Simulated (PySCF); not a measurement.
Species: C12H20Si.
SMILES with atom numbers: `[CH2:1]1[CH2:2][CH:3]1[Si:4]([CH:5]1[CH2:6][CH2:7]1)([CH:8]1[CH2:9][CH2:10]1)[CH:11]1[CH2:12][CH2:13]1` (hydrogens: H14, H15 on C1; H16, H17 on C2; H18 on C3; H19 on C5; H20, H21 on C6; H22, H23 on C7; H24 on C8; H25, H26 on C9; H27, H28 on C10; H29 on C11; H30, H31 on C12; H32, H33 on C13)

Geometry (PBE0-D3(BJ)/def2-SVP, Å), atoms numbered from 1 in this order:
```xyz
33
C12H20Si angstrom
C     -0.0913    2.2343    0.5303
C     -1.3698    1.4852    0.6957
C     -0.4810    1.1895   -0.4910
Si     0.4553   -0.4303   -0.6129
C      0.9368   -1.0031    1.1042
C      2.1605   -1.8639    1.3182
C      2.1542   -0.4570    1.8138
C      2.0019   -0.1813   -1.6399
C      2.0288    0.8101   -2.7787
C      2.8211    1.0854   -1.5446
C     -0.6362   -1.7259   -1.4055
C     -2.1230   -1.7569   -1.1395
C     -1.6219   -1.3753   -2.4932
H      0.7278    2.0033    1.2172
H     -0.1419    3.2850    0.2313
H     -2.3085    2.0148    0.5106
H     -1.4308    0.7438    1.4981
H     -0.8470    1.5986   -1.4406
H      0.0927   -1.2529    1.7585
H      2.7898   -2.1022    0.4554
H      2.0928   -2.6720    2.0517
H      2.0863   -0.2882    2.8921
H      2.7752    0.2722    1.2850
H      2.5847   -1.0922   -1.8246
H      2.5671    0.5275   -3.6875
H      1.1374    1.4167   -2.9646
H      2.4694    1.8787   -0.8784
H      3.9098    0.9971   -1.5977
H     -0.1669   -2.7119   -1.5096
H     -2.5516   -0.9704   -0.5107
H     -2.6031   -2.7323   -1.0217
H     -1.7110   -0.3290   -2.8011
H     -1.7518   -2.0869   -3.3132
```

Method: PySCF, TDDFT CAM-B3LYP/def2-SVPD, vertical, gas phase, core orbitals frozen in the response.

Transition dipole moments from the ground state, in atomic units and in the frame of the coordinates above (overall signs are arbitrary), for the states with f of 0.002 or more among the lowest 9:

```tsv
state	E (eV)	μx	μy	μz
S3	7.781	-0.076	0.012	-0.166
S4	7.841	0.017	-0.159	-0.058
S5	7.848	-0.118	-0.067	0.031
S6	7.913	0.054	0.040	-0.088
S7	7.967	0.028	-0.155	0.046
S8	7.993	-0.002	0.121	0.052
S9	8.055	-0.130	-0.060	-0.157
```

Problem. Work out the oscillator strengths.

Solution. f = (2/3) ΔE |μ|² with ΔE in hartree (27.2114 eV).

| state | \|μ\|² (au) | \|μ\| (D) | f |
| --- | --- | --- | --- |
| S3 | 0.033 | 0.46 | 0.006 |
| S4 | 0.029 | 0.43 | 0.006 |
| S5 | 0.019 | 0.35 | 0.004 |
| S6 | 0.012 | 0.28 | 0.002 |
| S7 | 0.027 | 0.42 | 0.005 |
| S8 | 0.017 | 0.34 | 0.003 |
| S9 | 0.045 | 0.54 | 0.009 |

One conformer stands for the species.

Without π bonds the low states may be Rydberg-like; a valence basis with one diffuse set may place them up to an eV too high.
